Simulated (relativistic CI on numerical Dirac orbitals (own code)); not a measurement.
# Level scheme of Pb⁴⁴⁺

Method of calculation: Dirac-Coulomb-Breit CI, KLI orbitals optimised for each configuration, QED by a radiative potential, unscaled Slater integrals (own radial code, finite nucleus).

Configurations in the expansion (outside the closed core [Ar] 3d10): 4s2.4p6.4d2, 4s2.4p6.4d.4f, 4s2.4p5.4d3, 4s.4p6.4d3, 4s2.4p5.4d2.4f, 4s.4p6.4d2.4f, 4s2.4p6.4d.5s, 4s2.4p6.4f.5s, 4s2.4p6.4d.5p, 4s2.4p6.4d.5d, 4p6.4d3.4f, 4s2.4p5.4d2.5s, 4s2.4p6.4d.5f, 4s.4p6.4d.4f.5s, 4s2.4p6.4d.5g, 4s2.4p6.5s.5p, 4s2.4p5.4d2.5d, 4s.4p6.4d2.5s, 4s2.4p6.4d.6s, 4s2.4p6.4d.6d, 4s2.4p6.4f2, 4s2.4p5.4f3, 4s.4p6.4f3, 4p6.4d4, 4p5.4d5, 4p5.4d4.4f, 4s2.4p6.4f.5p, 4s2.4p5.4f2.5p, 4s.4p6.4f2.5p, 4s2.4p6.5s2, 4s2.4p5.4f.5s2, 4s.4p6.4f.5s2, 4s2.4p6.5p2, 4s2.4p5.4f.5p2, 4s.4p6.4f.5p2, 4p6.4d3.5s, 4p5.4d4.5s, 4p5.4d3.4f.5s, 4s.4p6.4d.5s2, 4s.4p5.4d.4f.5s2, 4p6.4d.4f.5s2. Double excitations out of closed p, d and f shells are left out; levels of such configurations are missing from the list, as are those of other unlisted configurations, and high levels can miss mixing partners. These lack a partner that the ground configuration has and come out too high: 4s2.4p5.4d2.5s, 4s2.4p5.4d2.5d, 4s.4p6.4d2.5s.

The lowest level is 4s2.4p6.4d2 3F_2, with 73 % of that term; Hund's rules for 4s2.4p6.4d2 give 3F with J = 2, in agreement.

```csv
No.,Configuration,Term,J,E (eV),%,Next component (%),Landé g,Lifetime (s)
1,4s2.4p6.4d2,3F,2,0.000,73,23 1D,0.765,
2,4s2.4p6.4d2,3P,0,10.349,71,29 1S,,1.61e-01
3,4s2.4p6.4d2,3F,3,31.054,99,1 4s2.4p5.4d2.4f 3F,1.078,3.39e-06
4,4s2.4p6.4d2,3P,2,35.698,49,29 1D,1.175,6.90e-06
5,4s2.4p6.4d2,3P,1,37.372,99,1 4s2.4p5.4d2.4f 3P,1.496,6.59e-06
6,4s2.4p6.4d2,1G,4,37.418,69,30 3F,1.070,1.02e-03
7,4s2.4p6.4d2,3F,4,65.940,69,30 1G,1.169,2.52e-06
8,4s2.4p6.4d2,1D,2,69.500,47,47 3P,1.210,2.36e-06
9,4s2.4p6.4d2,1S,0,81.238,71,29 3P,,1.45e-06
10,4s2.4p5.4d3,3D°,2,187.981,27,21 5F°,1.105,1.52e-10
11,4s2.4p5.4d3,5D°,1,190.294,30,20 3D°,1.000,1.16e-10
12,4s2.4p5.4d3,5D°,0,192.327,54,41 3P°,,2.12e-09
13,4s2.4p5.4d3,3F°,3,193.954,25,17 3G°,1.065,3.70e-10
14,4s2.4p5.4d3,5F°,3,214.142,37,27 5D°,1.293,2.12e-10
15,4s2.4p5.4d3,5S°,2,216.926,31,21 3P°,1.598,1.23e-10
16,4s2.4p5.4d3,5G°,4,217.349,33,26 5F°,1.204,3.20e-10
17,4s2.4p5.4d3,3F°,2,219.648,39,37 5D°,1.054,1.05e-10
18,4s2.4p5.4d3,5D°,1,220.600,40,35 3D°,0.962,8.30e-11
19,4s2.4p5.4d3,3G°,5,221.654,30,30 3H°,1.160,1.46e-10
20,4s2.4p5.4d3,3G°,3,222.102,44,26 3F°,1.013,1.22e-10
21,4s2.4p5.4d3,3P°,0,222.314,41,35 5D°,,1.77e-10
22,4s2.4p5.4d3,3F°,4,222.337,31,17 1G°,1.112,1.91e-10
23,4s2.4p5.4d3,3H°,6,222.878,44,24 3I°,1.122,9.25e-03
24,4s2.4p5.4d3,3G°,4,226.359,32,20 3F°,1.099,4.77e-10
25,4s2.4p5.4d3,3D°,2,227.119,32,24 1D°,1.200,2.46e-10
26,4s2.4p5.4d3,3S°,1,227.235,33,26 3P°,1.627,6.50e-11
27,4s2.4p5.4d3,3G°,3,227.548,25,20 5D°,1.162,1.76e-10
28,4s2.4p5.4d3,3G°,5,231.377,32,29 1H°,1.083,5.52e-10
29,4s2.4p5.4d3,3G°,3,234.258,50,22 4s2.4p6.4d.4f 3G°,0.832,4.01e-12
30,4s2.4p5.4d3,3F°,4,234.635,31,28 5D°,1.219,3.16e-09
31,4s2.4p5.4d3,3P°,2,236.651,31,20 3D°,1.239,2.65e-11
32,4s2.4p5.4d3,3F°,2,239.862,32,16 1D°,0.856,2.73e-12
33,4s2.4p5.4d3,3D°,3,242.063,41,18 5P°,1.258,1.39e-10
34,4s2.4p5.4d3,3D°,1,246.016,30,21 3P°,0.828,1.46e-12
35,4s2.4p5.4d3,3G°,4,246.826,25,25 5F°,1.234,4.62e-10
36,4s2.4p5.4d3,3D°,1,248.660,37,18 1P°,0.857,1.85e-12
37,4s2.4p5.4d3,3D°,2,249.039,30,21 3F°,1.285,1.90e-10
38,4s2.4p5.4d3,5G°,5,249.473,37,25 5F°,1.211,1.25e-10
39,4s2.4p5.4d3,5G°,6,251.960,52,25 3I°,1.185,3.92e-06
40,4s2.4p5.4d3,5D°,3,253.347,22,16 3G°,1.187,3.07e-11
41,4s2.4p5.4d3,3D°,2,253.586,32,13 3F°,1.250,3.44e-11
42,4s2.4p5.4d3,3G°,4,254.228,36,15 3F°,1.114,3.59e-11
43,4s2.4p5.4d3,3P°,1,255.036,62,17 5D°,1.461,6.51e-11
44,4s2.4p5.4d3,3G°,5,255.386,36,33 3H°,1.149,1.17e-10
45,4s2.4p5.4d3,3I°,7,255.795,100,,1.137,9.81e-06
```

Energies count from the lowest computed level; ° marks odd parity; lifetimes are radiative, by E1, M1, E2, M2, E3 decay to levels of this space only.

The mean weight of the leading LS term, summed over parents, in these 45 levels is 44 %, and that of the leading jj configuration (from the same eigenvectors) 93 %, so jj coupling describes them better and the LS labels are nominal.

At this charge energies of transitions that change n are usually good to better than 1 %, and those within a shell (Δn = 0) to a few per cent.

LS names give the leading component of a level, which can be under half, so a name can repeat, a term be missing and a line seem to break the LS rules.
